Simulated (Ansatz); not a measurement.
Compare A (`B[SiH2]C=O`) with its isomer B (`CB1O[SiH2]1`).

Computed with Ansatz on PBE0-D4/def2-TZVP structures; ΔE is electronic, products minus reactants. CCSD(T)/CBS is the MP2 limit (def2-TZVPP, def2-QZVPP) plus CCSD(T) − MP2 in def2-TZVPP, frozen cores. Functionals use def2-TZVPP. One conformer a species, not always the lowest.

Which is lower in electronic energy at CCSD(T)/CBS, and by how much? (Estimate.)

Computed: B, by 68.0 kcal/mol.

Give E(B) − E(A) in kcal/mol with LDA (SPW92), CCSD(T)/def2-SVP, PBE-D4, r2SCAN-D4, HF/def2-TZVPP, CCSD(T)/def2-TZVPP, B2PLYP. (Best estimate.)

The calculation gave: LDA (SPW92) -75.6, CCSD(T)/def2-SVP -65.2, PBE-D4 -66.7, r2SCAN-D4 -69.5, HF/def2-TZVPP -58.0, CCSD(T)/def2-TZVPP -67.1, B2PLYP -67.0. None reverses the order clearly.

Does the order hold for the free energy at 298.15 K (harmonic terms from PBE0-D4)? (Estimate.)

The calculation gave: Yes: G(B) − G(A) = -62.8 kcal/mol, for one conformer each. Modes under 60 cm⁻¹, often nearly free rotors, make the harmonic entropy too high.

Largest T1 diagnostic: 0.016.

From BLYP to BHLYP (50 % exact exchange), in def2-TZVPP and without D4, E(B) − E(A) moves by −3.3 kcal/mol. Leaving LDA and LC-ωPBE aside and taking each functional with its dispersion term where it has one, the values, not all of them listed here, spread over 8.5 kcal/mol, from r2SCAN0-D4 to BLYP-D4. LDA lies −8.8 kcal/mol from PBE without D4.
